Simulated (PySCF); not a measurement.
BeH2. Atoms are numbered in the order given.

```xyz
3

Be     0.0000     0.0000     0.0000
H      0.0000     0.0000    -1.3413
H      0.0000     0.0000     1.3413
```

Coordinates come from a PBE-D3(BJ)/def2-TZVPD optimisation. The isomer is the one that the SMILES or the coordinates give; other isomers of the formula were not compared.

Computed with TDDFT-PBE/def2-TZVPD run with PySCF 2.14.0.

Vertical excitations; the highest root listed may be one member of a degenerate set. Gas-phase values at a fixed geometry. State labels are in the subgroup D2h.

```tsv
state	symmetry	energy (eV)	λ (nm)	f	main pairs
S1	B2g	5.93	209	0.000	HOMO→LUMO+1 (degenerate set)
S2	B3g	5.93	209	0.000	HOMO→LUMO (degenerate set)
S3	B2u	7.40	168	0.274	HOMO−1→LUMO (degenerate set)
S4	B3u	7.40	168	0.274	HOMO−1→LUMO+1 (degenerate set)
S5	B1u	8.15	152	0.017	HOMO→LUMO+2 89 %
S6	Ag	8.35	148	0.000	HOMO→LUMO+3 93 %
S7	B2g	8.94	139	0.000	HOMO→LUMO+6 (degenerate set)
S8	B3g	8.94	139	0.000	HOMO→LUMO+5 (degenerate set)
S9	Ag	9.14	136	0.000	HOMO−1→LUMO+2 91 %
S10	B1u	9.22	134	0.187	HOMO−1→LUMO+3 93 %
T1	B2g	5.34	232	0	HOMO→LUMO+1 (degenerate set)
T2	B3g	5.34	232	0	HOMO→LUMO (degenerate set)
T3	B3u	5.92	209	0	HOMO−1→LUMO+1 (degenerate set)
T4	B2u	5.92	209	0	HOMO−1→LUMO (degenerate set)
```
Triplets are in the Tamm–Dancoff approximation, which puts them higher than full response would, so one can lie above its singlet here.
